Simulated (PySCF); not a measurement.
# Spinor energies of Lu (lutetium, neutral)

Start: [Xe] 4f14 6s2 6p1; 6p3/2 filled at m_j = +3/2. Calculated with PySCF 2.14 in x2c-SVPall-2c with one added diffuse shell each of s, p, d type (8s11p10d2f1g, 114 functions): generalised Hartree-Fock with the X2C-1e Hamiltonian and a Gaussian nucleus; spin-orbit coupling (SO) screened by Boettger's factors. This is a chosen level, not necessarily the ground level.

| spinor shell | electrons | ε, screened SO (eV) | weight of nominal j (screened SO) | rms radius, screened SO (bohr) |
| --- | --- | --- | --- | --- |
| 1s1/2 | 2 | -63632.6 | 1.000 | 0.0219 |
| 2s1/2 | 2 | -10967.6 | 1.000 | 0.0885 |
| 2p1/2 | 2 | -10449.3 | 1.000 | 0.0754 |
| 2p3/2 | 4 | -9325.8 | 1.000 | 0.0825 |
| 3s1/2 | 2 | -2546.1 | 1.000 | 0.227 |
| 3p1/2 | 2 | -2316.9 | 1.000 | 0.218 |
| 3p3/2 | 4 | -2072.7 | 1.000 | 0.232 |
| 3d3/2 | 4 | -1687.5 | 1.000 | 0.206 |
| 3d5/2 | 6 | -1634.8 | 1.000 | 0.210 |
| 4s1/2 | 2 | -539.11 | 1.000 | 0.509 |
| 4p1/2 | 2 | -444.29 | 1.000 | 0.520 |
| 4p3/2 | 4 | -388.25 | 1.000 | 0.552 |
| 4d3/2 | 4 | -231.83 | 1.000 | 0.584 |
| 5s1/2 | 2 | -77.216 | 1.000 | 1.26 |
| 5p1/2 | 2 | -47.736 | 1.000 | 1.41 |
| 5p3/2 | 4 | -40.337 | 1.000 | 1.53 |
| 4f5/2 | 6 | -26.802 | 1.000 | 0.794 |
| 4f7/2 | 8 | -25.248 | 1.000 | 0.804 |
| 6s1/2 | 2 | -7.960 | 0.977 | 3.87 |
| 6p3/2 | 1 | -4.131 | 1.000 | 5.62 |

Where does 4d5/2 lie, and what is the 4d spin-orbit splitting (screened SO)?

At -221.31 eV, 10.523 eV above 4d3/2.

| quantity | screened SO |
| --- | --- |
| E (hartree) | -14566.09481 |
| M_J | 3/2 |
| ⟨J²⟩ | 4.093 |
| ⟨L²⟩ | 2.387 |
| ⟨S²⟩ | 0.947 |

The determinant has a definite M_J but mixes levels of different J.

Each row is a mean over spinors that exchange with the open shell spreads, by up to 0.995 eV (6s1/2).

Breit and QED terms are absent; they matter most for the inner s and p1/2 levels.

Densities and radii are taken from the X2C orbitals without a picture-change correction, which distorts them close to the nucleus.
